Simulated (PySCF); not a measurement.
A GIAO shielding run with PySCF (density fitting, non-relativistic, gas phase) on `C(#C)[Si@@H](C)N`, C$_{3}$H$_{7}$NSi:

```
$ OMP_NUM_THREADS=1 python probes_run.py task.json out

{"job": {"kind": "nmr", "xc": "BLYP", "basis": "pcSseg-2", "pop": false}, "charge": 0, "multiplicity": 1}
C      2.330648     1.304028    -0.849906
C      1.335811     0.777728    -0.386254
Si    -0.174573     0.003216     0.332854
C     -1.683931     0.430742    -0.681860
N      0.083985    -1.708388     0.289432
H      3.207116     1.770494    -1.263737
H     -0.332283     0.595871     1.702736
H     -1.839258     1.520357    -0.698872
H     -1.565342     0.074211    -1.715604
H     -2.588759    -0.030537    -0.254786
H     -0.668164    -2.330871     0.564299
H      0.978628    -2.074402     0.596240
```

Hardware: 1 thread of an Arm Neoverse V1, shared host.

Task: How large is the calculation?

Result: 46 electrons, 285 basis functions and 773 auxiliary functions.

Task: How long does it take, and how much memory does it need?

Result: 48 s of wall time, with 16 SCF cycles; peak memory 0.87 GiB. Times on a shared host scatter by some tens of per cent.

Task: And these other runs on the same molecule and hardware: GIAO shielding at B3LYP/pcSseg-2; GIAO shielding at B97-D/pcSseg-2; GIAO shielding at BP86/pcSseg-2; GIAO shielding at HF/pcSseg-2; GIAO shielding at KT2/pcSseg-2; GIAO shielding at KT3/pcSseg-2?

Result: B3LYP/pcSseg-2: 285 functions, 38 s; B97-D/pcSseg-2: 285 functions, 49 s; BP86/pcSseg-2: 285 functions, 47 s; HF/pcSseg-2: 285 functions, 20 s; KT2/pcSseg-2: 285 functions, 49 s; KT3/pcSseg-2: 285 functions, 49 s.
